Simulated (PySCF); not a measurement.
GeH3Cl, SMILES [Cl][GeH3]. Atoms are numbered in the order given.

```xyz
5

Ge     0.0000     0.0000     0.6785
Cl     0.0000     0.0000    -1.4764
H     -1.2680     0.7321     1.1289
H      1.2680     0.7321     1.1289
H      0.0000    -1.4641     1.1289
```

Geometry: PBE0-D3(BJ)/def2-TZVP.

These are PySCF with TDA-LC-ωPBE/def2-TZVPD values and carry that method's errors.

Vertical excitations; the highest root listed may be one member of a degenerate set. The molecule is in vacuum. State labels are in the subgroup Cs.

Computed excitation energies, oscillator strengths and character:
```json
[
 {"state": "S1", "symmetry": "A\"", "energy (eV)": "7.38", "λ (nm)": "168", "f": "0.018", "main pairs": "HOMO−1→LUMO (degenerate set)"},
 {"state": "S2", "symmetry": "A'", "energy (eV)": "7.38", "λ (nm)": "168", "f": "0.018", "main pairs": "HOMO→LUMO (degenerate set)"},
 {"state": "S3", "symmetry": "A'", "energy (eV)": "8.59", "λ (nm)": "144", "f": "0.016", "main pairs": "HOMO→LUMO+1 (degenerate set)"},
 {"state": "S4", "symmetry": "A\"", "energy (eV)": "8.59", "λ (nm)": "144", "f": "0.016", "main pairs": "HOMO−1→LUMO+1 (degenerate set)"},
 {"state": "S5", "symmetry": "A\"", "energy (eV)": "9.08", "λ (nm)": "137", "f": "0.000", "main pairs": "HOMO−1→LUMO+5 35 %, HOMO→LUMO+6 35 %, HOMO−1→LUMO+3 7 %, HOMO→LUMO+4 7 %"},
 {"state": "S6", "symmetry": "A\"", "energy (eV)": "9.15", "λ (nm)": "135", "f": "0.000", "main pairs": "HOMO−4→LUMO, HOMO−1→LUMO+2 (degenerate set)"},
 {"state": "S7", "symmetry": "A'", "energy (eV)": "9.15", "λ (nm)": "135", "f": "0.000", "main pairs": "HOMO−3→LUMO, HOMO→LUMO+2 (degenerate set)"},
 {"state": "S8", "symmetry": "A'", "energy (eV)": "9.42", "λ (nm)": "132", "f": "0.084", "main pairs": "HOMO−2→LUMO 36 %, HOMO−1→LUMO+6 19 %, HOMO→LUMO+5 19 %, HOMO→LUMO+3 7 %"},
 {"state": "S9", "symmetry": "A'", "energy (eV)": "9.52", "λ (nm)": "130", "f": "0.042", "main pairs": "HOMO−1→LUMO+6, HOMO→LUMO+5, HOMO−3→LUMO (degenerate set)"},
 {"state": "S10", "symmetry": "A\"", "energy (eV)": "9.52", "λ (nm)": "130", "f": "0.042", "main pairs": "HOMO→LUMO+6, HOMO−1→LUMO+5, HOMO−4→LUMO (degenerate set)"},
 {"state": "T1", "symmetry": "A'", "energy (eV)": "6.80", "λ (nm)": "182", "f": "0", "main pairs": "HOMO→LUMO, HOMO→LUMO+9 (degenerate set)"},
 {"state": "T2", "symmetry": "A\"", "energy (eV)": "6.80", "λ (nm)": "182", "f": "0", "main pairs": "HOMO−1→LUMO, HOMO−1→LUMO+9 (degenerate set)"},
 {"state": "T3", "symmetry": "A'", "energy (eV)": "7.93", "λ (nm)": "156", "f": "0", "main pairs": "HOMO→LUMO+1, HOMO→LUMO+2, HOMO−3→LUMO+1 (degenerate set)"},
 {"state": "T4", "symmetry": "A\"", "energy (eV)": "7.93", "λ (nm)": "156", "f": "0", "main pairs": "HOMO−1→LUMO+1, HOMO−1→LUMO+2, HOMO−4→LUMO+1 (degenerate set)"}
]
```
Triplets are in the Tamm–Dancoff approximation.
